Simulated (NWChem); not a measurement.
Molecule: GaH3O3; SMILES [OH][Ga]([OH])[OH]

```xyz
7

Ga     0.0000     0.0000     0.0000
O     -1.2362    -1.2724     0.0000
H     -2.1346    -0.9257     0.0000
O     -0.4838     1.7068     0.0000
H      0.2656     2.3115     0.0000
O      1.7201    -0.4344     0.0000
H      1.8690    -1.3858     0.0000
```
Atoms are numbered in this order, from 1.

Program: NWChem. Pople sets run with spherical d functions. All runs use the structure optimised with PBE0/def2-SVP. Field at 589 nm.

### Question
Among these, which level gives the highest value of “anisotropy (bohr³)”?
(A) B3LYP/6-31G*
(B) B3LYP/def2-SVP
(C) B3LYP/aug-cc-pVDZ
(D) B3LYP/def2-SVPD

### Answer
A, B3LYP/6-31G*. Values: B3LYP/def2-SVPD 11.3; B3LYP/aug-cc-pVDZ 12.0; B3LYP/def2-SVP 12.8; B3LYP/6-31G* 13.3
